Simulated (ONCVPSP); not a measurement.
## What the settings do to the ONCV potential of Zr (Z = 40)

Base potential:

ONCVPSP 4.0.1 input, shortened (lines: element, Z, core and valence counts, functional; n l f; lmax; l rc ep ncon nbas qcut; lloc lpopt rc5 dvloc0; l nproj debl; icmod fcfact rcfact), PBEsol, scalar-relativistic:

```
  Zr 40.00    6    4  -116133      upf
    1    0    2.00
    2    0    2.00
    2    1    6.00
    3    0    2.00
    3    1    6.00
    3    2   10.00
    4    0    2.00
    4    1    6.00
    4    2    2.00
    5    0    2.00
    2
    0    1.90    0.00    4    8    5.00
    1    2.00    0.00    5    9    6.80
    2    2.40    0.00    5    9    6.80
    4    4    1.20   -1.00
    0    3    1.50
    1    3    0.50
    2    2    1.20
    3    5.75    1.25
```

In the p channel the program set the typed energies aside and used -1.192, 0.250, 0.750 Ha.

All-electron outer shells of the reference configuration (PBEsol, scalar-relativistic, ld1.x):

| shell | level (eV) | outermost node (bohr) | outermost maximum (bohr) |
| --- | --- | --- | --- |
| 3d | -174.70 | – | 0.35 |
| 4s | -54.46 | 0.55 | 1.08 |
| 4p | -32.43 | 0.56 | 1.17 |
| 5s | -4.46 | 1.47 | 3.15 |
| 4d | -3.61 | 0.58 | 1.61 |

Cutoffs, loose and tight: the cutoffs (Ha) at which the residual kinetic energy of the hardest occupied pseudo-wave falls to 1 and 0.1 mHa per electron. They do not see the model core or the augmentation charge, which bear on the density cutoff. Test errors are all-electron minus pseudo excitation energies from the reference, over the configurations 4s2 4p6 4d2 5s1; 4s2 4p6 4d2 5s0; 4s2 4p6 4d1 5s0; 4s2 4p6 4d2 5s0 5p2. A dash means not determined; rows that change the core or the reference have their own tests.

```tsv
change	outcome	cutoff, loose	cutoff, tight	bound ghosts	GHOST(+) flags above zero	largest test error (meV)
base	generated, projector energies reset by the program	14 Ha	25 Ha	none	s	-8.7
d: rc 1.64	generated, projector energies reset by the program	16 Ha	25 Ha	none	s	-8.7
d: rc 1.98	generated, projector energies reset by the program	15 Ha	25 Ha	none	s	-8.7
d: rc 2.12	generated, projector energies reset by the program	15 Ha	25 Ha	none	s	-8.8
d: rc 2.48	generated, projector energies reset by the program	14 Ha	25 Ha	none	s	-8.7
d: rc 2.92	generated, projector energies reset by the program	12 Ha	25 Ha	none	s	-8.5
d: rc 3.3	generated, projector energies reset by the program	10 Ha	25 Ha	none	s	+24
d: rc 3.4	generated, projector energies reset by the program	10 Ha	25 Ha	none	s	+29
```

**Question.** What comes out with this change to the base: d: rc 2.78?

**Answer.** outcome: generated, projector energies reset by the program; cutoff, loose: 13 Ha; cutoff, tight: 25 Ha; bound ghosts: none; GHOST(+) flags above zero: s; largest test error (meV): -8.6.

Reading the sweep of the d radius (base included, trends over the rows without a ghost): The loose cutoff falls from 16 Ha at 1.64 to 10 Ha at 3.4 bohr. A larger radius leaves more room for a smooth pseudo-wave, so fewer plane waves are needed; a smaller one forces it to follow the all-electron wave where it bends sharply. The median size of the test errors (rows with all tests solved) is not monotonic: lowest 2.7 meV at 2.48 bohr, highest 6.4 meV at 3.4 bohr.
